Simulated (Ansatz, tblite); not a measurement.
Cost and result up the ladder for Sn21AsH28⁺, a doped nanocrystal cut from the lattice of tin (As on an inner site) (50 atoms). The state is a singlet with charge 1. Geometry: r2SCAN-D4/def2-SVP.

```xyz
50

Sn   -3.559   -2.247   -2.629
Sn    0.512   -4.490   -2.082
Sn   -5.593   -0.189    1.006
Sn   -3.422    2.220   -2.158
Sn    0.334    0.010   -1.718
Sn   -0.004    4.371   -1.481
Sn   -1.643    2.049    1.790
Sn    4.097    2.568   -1.117
Sn   -1.507   -2.436    1.545
Sn    2.512   -4.639    2.053
Sn    2.304   -0.039    2.299
Sn    4.308   -2.102   -1.333
Sn    2.093    4.645    2.524
Sn   -5.026   -0.039   -1.730
Sn   -1.120   -2.357   -1.240
Sn    2.951   -4.469   -0.707
Sn   -3.124   -0.279    2.329
As   -1.131    2.057   -0.823
Sn    2.850    0.140   -0.454
Sn    2.492    4.689   -0.244
Sn    0.834    2.211    3.111
Sn    0.968   -2.444    2.877
H    -4.446   -3.685   -2.323
H    -3.273   -2.111   -4.317
H     0.751   -4.341   -3.777
H    -0.369   -5.934   -1.780
H    -6.483   -1.619    1.328
H    -6.497    1.180    1.508
H    -2.862    2.432   -3.769
H    -4.034    3.717   -1.577
H     0.391    0.447   -3.390
H     0.031    4.256   -3.195
H    -1.235    5.478   -1.020
H    -2.573    3.502    1.874
H     4.330    2.670   -2.814
H     5.623    2.650   -0.334
H    -2.364   -3.893    1.894
H     1.672   -6.087    2.436
H     4.008   -4.617    2.897
H     3.822   -0.001    3.119
H     4.547   -1.950   -3.028
H     5.839   -2.030   -0.556
H     1.111    5.965    3.011
H     3.609    4.729    3.322
H    -6.434    0.252   -2.679
H     3.897   -5.807   -1.239
H    -3.318   -0.262    4.042
H     3.052    6.218   -0.805
H     0.423    2.093    4.781
H     0.656   -2.481    4.572
```

Ansatz on 11 threads of AMD EPYC 7R13 on a shared host and a whole NVIDIA H100 80GB HBM3; xTB runs through tblite on one thread. Times are rough, summed over both states, and most runs start from the orbitals of an earlier one. PBE0-D4/def2-TZVP serves as the yardstick here, not as an exact answer. The other state is a doublet.

In the def2 sets Sn takes a core potential; there is no spin–orbit coupling. The xTB rows come from tblite. Single mean-field runs in def2-TZVP are fitted with def2-universal-jkfit.

Run but left out: PBE-D4/def2-TZVP (charge +2 doublet: an occupied level 0.02 eV above an empty one).

Raw xTB energies of ions are shifted by several eV.

| level | functions | wall time | vertical IE (eV) | difference from PBE0-D4/def2-TZVP (eV) |
| --- | --- | --- | --- | --- |
| GFN1-xTB | 254 | 0.91 s | 14.08 | 4.21 |
| GFN2-xTB | 226 | 1.9 s | 14.36 | 4.50 |
| PBE0-D4/def2-TZVP (with forces) | 1266 | 58 s | 9.86 | 0.00 |
| BHLYP-D4/def2-TZVP (with forces) | 1266 | 67 s | 10.09 | 0.22 |
